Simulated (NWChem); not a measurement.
System: SeF₃ cation; SMILES F[Se+](F)F

The following NWChem deck was run.

```
start job
memory heap 200 mb stack 900 mb global 1100 mb
charge 1
geometry units angstroms noautoz
  Se     0.000000     0.000000     0.352100
  F     -1.407406     0.347012    -0.478860
  F      1.004224     1.045344    -0.478860
  F      0.403182    -1.392355    -0.478860
end
basis spherical
  Se library 6-31g*
  F library 6-31g*
end
dft
  xc hfexch
  iterations 150
  mulliken
end
task dft energy
```

Excerpt of the output:

```
             Northwest Computational Chemistry Package (NWChem) 7.3.0
             --------------------------------------------------------

 C3V symmetry detected

                             Geometry "geometry" -> ""
                             -------------------------

 Output coordinates in angstroms (scale by  1.889725989 to convert to a.u.)

  No.       Tag          Charge          X              Y              Z
 ---- ---------------- ---------- -------------- -------------- --------------
    1 Se                  34.0000    -0.00000000    -0.00000000     0.36780197
    2 F                    9.0000     1.02499001     1.02499001    -0.46315803
    3 F                    9.0000     0.37517238    -1.40016239    -0.46315803
    4 F                    9.0000    -1.40016239     0.37517238    -0.46315803

 Effective nuclear repulsion energy (a.u.)     341.9597220447

      Symmetry information
      --------------------

 Group name             C3v
 Group number             17
 Group order               6
 No. of unique centers     2

  xc_inp: hfexch multiplicative factor not found.

                                 NWChem DFT Module
                                 -----------------

 Summary of "ao basis" -> "ao basis" (spherical)
 ------------------------------------------------------------------------------
       Tag                 Description            Shells   Functions and Types
 ---------------- ------------------------------  ------  ---------------------
 Se                          6-31g*                 12       32   5s4p3d
 F                           6-31g*                  6       14   3s2p1d

      Symmetry analysis of basis
      --------------------------

        a1         22
        a2          4
        e          48

  Rotation of axis

            General Information
            -------------------
          SCF calculation type: DFT
          Wavefunction type:  closed shell.
          No. of atoms     :     4
          No. of electrons :    60
           Alpha electrons :    30
            Beta electrons :    30
          Charge           :     1
          Spin multiplicity:     1
          Use of symmetry is: on ; symmetry adaption is: on
          Maximum number of iterations: 150
          AO basis - number of functions:    74
                     number of shells:    30
          Convergence on energy requested:  1.00D-06
          Convergence on density requested:  1.00D-05
          Convergence on gradient requested:  5.00D-04

              XC Information
              --------------
                     Hartree-Fock (Exact) Exchange  1.000

      Superposition of Atomic Density Guess
      -------------------------------------

 Sum of atomic energies:       -2697.62233934

 Renormalizing density from      61.00 to     60

      Non-variational initial energy
      ------------------------------

 Total energy =   -2670.982876
 1-e energy   =   -4370.078351
 2-e energy   =    1357.135753
 HOMO         =      -0.833643
 LUMO         =      -0.393364

      Symmetry analysis of molecular orbitals - initial
      -------------------------------------------------

  Numbering of irreducible representations:

     1 a1          2 a2          3 e

  Orbital symmetries:

     1 a1          2 a1          3 e           4 e           5 a1
     6 a1          7 e           8 e           9 a1         10 e
    11 e          12 a1         13 e          14 e          15 e
    16 e          17 a1         18 a1         19 e          20 e
    21 a1         22 e          23 e          24 a1         25 e
    26 e          27 e          28 e          29 a2         30 a1
    31 e          32 e          33 a1         34 a1         35 a1
    36 e          37 e          38 e          39 e          40 a1

     ---------------------------------------------
      Total Density - Mulliken Population Analysis
     ---------------------------------------------

    Atom       Charge   Shell Charges
 -----------   ------   -------------------------------------------------------
    1 Se  34    31.80   2.00  2.00  6.00  2.00  6.02  1.69  1.61  0.14  0.10  7.30  2.64  0.28
    2 F    9     9.40   2.00  0.98  3.45  0.98  1.98  0.01
    3 F    9     9.40   2.00  0.98  3.45  0.98  1.98  0.01
    4 F    9     9.40   2.00  0.98  3.45  0.98  1.98  0.01

   convergence    iter        energy       DeltaE   RMS-Dens  Diis-err
 ---------------- ----- ----------------- --------- --------- ---------
 d= 0,ls=0.0,diis     1  -2697.2484796232 -3.04D+03  1.08D-02  4.74D+00
 d= 0,ls=0.0,diis     2  -2697.3937379031 -1.45D-01  3.77D-03  1.00D+00
 d= 0,ls=0.0,diis     3  -2697.4392967792 -4.56D-02  1.01D-03  1.22D-02
 d= 0,ls=0.0,diis     4  -2697.4406358375 -1.34D-03  7.55D-04  1.54D-03
 d= 0,ls=0.0,diis     5  -2697.4410253710 -3.90D-04  2.99D-04  1.06D-04
  Resetting Diis
 d= 0,ls=0.0,diis     6  -2697.4410730349 -4.77D-05  8.13D-05  1.02D-05
 d= 0,ls=0.0,diis     7  -2697.4410764349 -3.40D-06  6.77D-06  2.04D-07
 d= 0,ls=0.0,diis     8  -2697.4410764880 -5.31D-08  3.45D-06  3.16D-08

         Total DFT energy =    -2697.441076488027
      One electron energy =    -4418.967831885047
           Coulomb energy =     1494.979857929066
    Exchange-Corr. energy =     -115.412824576719
 Nuclear repulsion energy =      341.959722044672

 Numeric. integr. density =        0.000000000000

                  Occupations of the irreducible representations
                  ----------------------------------------------

                     irrep           alpha         beta
                     --------     --------     --------
                     a1               11.0         11.0
                     a2                1.0          1.0
                     e                18.0         18.0

                       DFT Final Molecular Orbital Analysis
                       ------------------------------------

[...]
```

Level: Hartree-Fock/6-31G* (spherical d). Geometry: optimised at PBE0/def2-SVP.
